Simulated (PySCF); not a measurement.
**Löwdin shares of the frontier orbitals**

C4H8F2Si.
Geometry (GFN2-xTB, Å), atoms numbered from 1 in this order:
```
atom  x, y, z in Å
F1     2.6141    0.7714   -0.2556
C2     1.7900   -0.3030   -0.1057
F3     2.5207   -1.2271    0.5788
C4     0.5322    0.0764    0.6236
C5    -0.5977   -0.9703    0.5317
C6    -1.7580   -0.0709    0.0524
Si7   -0.5744    1.4109   -0.2086
H8     1.6094   -0.7157   -1.1101
H9     0.8058    0.2949    1.6567
H10   -0.3577   -1.7392   -0.2024
H11   -0.7967   -1.4662    1.4800
H12   -2.5055    0.0801    0.8282
H13   -2.2781   -0.4619   -0.8186
H14   -0.2162    1.7083   -1.5936
H15   -0.7924    2.6203    0.5789
```

The calculation used TDDFT CAM-B3LYP/def2-SVPD, vertical, gas phase, core orbitals frozen in the response in PySCF.

Kohn–Sham orbitals with the atoms that hold most of them (Löwdin shares over 4%, at most four atoms; ? is withheld):

```
orbital  ε (eV)                              atoms
 HOMO-3  -11.31     F1 16%, C6 13%, C4 12%, C5 11%
 HOMO-2  -10.79    C4 13%, Si7 10%, C5 10%, C2 10%
 HOMO-1   -9.87                                  ?
   HOMO       ?                                  ?
   LUMO    0.80  Si7 35%, C6 13%, H15 11%, H14 10%
 LUMO+1    1.13      Si7 29%, C5 9%, H15 8%, C6 8%
 LUMO+2    1.57   Si7 36%, H14 10%, H15 10%, F1 8%
```

Problem. Give the leading atoms of the HOMO.

Solution. C4 (bonded to 2 C, Si and H) 26%; C6 (bonded to C, Si and 2 H) 25%; Si7 (bonded to 2 C and 2 H) 21%; F3 (bonded to C) 6%. By element: carbon 52% or more, silicon 21%, fluorine 6% or more.

Problem. Which atoms hold the HOMO-1, and with what shares?

Solution. Si7 (bonded to 2 C and 2 H) 21%; C6 (bonded to C, Si and 2 H) 19%; C5 (bonded to 2 C and 2 H) 19%; C4 (bonded to 2 C, Si and H) 15%. By element: carbon 53% or more, silicon 21%.

Problem. What is the HOMO energy, and the HOMO–LUMO gap?

Solution. ε(HOMO) = -9.70 eV; the gap is 10.50 eV (0.3860 hartree).

Problem. How does S1 compare with the orbital gap of 10.50 eV?

Solution. S1 is at 7.23 eV (f = 0.021), 3.27 eV below the gap, made of HOMO-1→LUMO (86%). Its leading pair isn't HOMO and LUMO; the energies of that pair differ by 10.67 eV. 

Problem. One configuration dominates each of S1, S2, S3 and S4. Which, and how do the shares of the two leading atoms of either orbital change from the occupied to the empty one?

Solution. 
- S1 (7.23 eV, f 0.021), HOMO-1→LUMO (86%): Si7 21% → 35%, C6 19% → 13%
- S2 (7.45 eV, f 0.082), HOMO→LUMO (93%): C4 26% → at most 11%, C6 25% → 13%, Si7 21% → 35%
- S3 (7.65 eV, f 0.024), HOMO→LUMO+1 (80%): C4 26% → at most 8%, C6 25% → 8%, Si7 21% → 29%, C5 at most 7% → 9%
- S4 (7.85 eV, f 0.0060), HOMO-1→LUMO+1 (78%): Si7 21% → 29%, C6 19% → 8%, C5 19% → 9%

One conformer stands for the species.
